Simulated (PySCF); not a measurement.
Highest harmonic wavenumber (cm⁻¹) of eight silicon and germanium compounds: PBE-D3(BJ) beside ωB97X-D3(BJ), computed with PySCF for isolated molecules in the bases named; differences from unrounded values. The eight are the first of their class met in an unordered collection, after screening for sound electronic states; none was chosen by its value. Each level has its own optimised geometry.

```tsv
molecule	basis	ωB97X-D3(BJ)	PBE-D3(BJ)	difference
Ge(H)(F)2(Et) (C2H6F2Ge), SMILES [F][GeH]([CH2]C)[F]	def2-SVP	3172	3075	-97
CH₄ClF₂NSi, SMILES CN[Si](F)(F)Cl	def2-SVP	3653	3524	-129
C2H8ClNSi2, SMILES C[Si@H](Cl)/C=N/[SiH3]	def2-SVP	3188	3097	-91
Si(Cl)(F)2(SMe) (CH3ClF2SSi), SMILES CS[Si](F)(F)Cl	def2-SVP	3214	3112	-102
C₂H₄ClFOSi, SMILES C[Si@@](F)(Cl)C=O	def2-SVP	3193	3103	-90
BrGeH3Se, SMILES [GeH3][Se]Br	def2-SVP	2216	2102	-115
Si(H)2(Me)(NCO) (C2H5NOSi), SMILES C[SiH2]N=C=O	def2-SVP	3180	3088	-92
B(Me)(SiH3)2 (CH₉BSi₂), SMILES CB([SiH3])[SiH3]	def2-SVP	3169	3068	-101
```

PBE-D3(BJ) lies below ωB97X-D3(BJ) in 8 and above it in 0 of the eight; the mean signed difference is -102 and the largest -129 cm⁻¹.
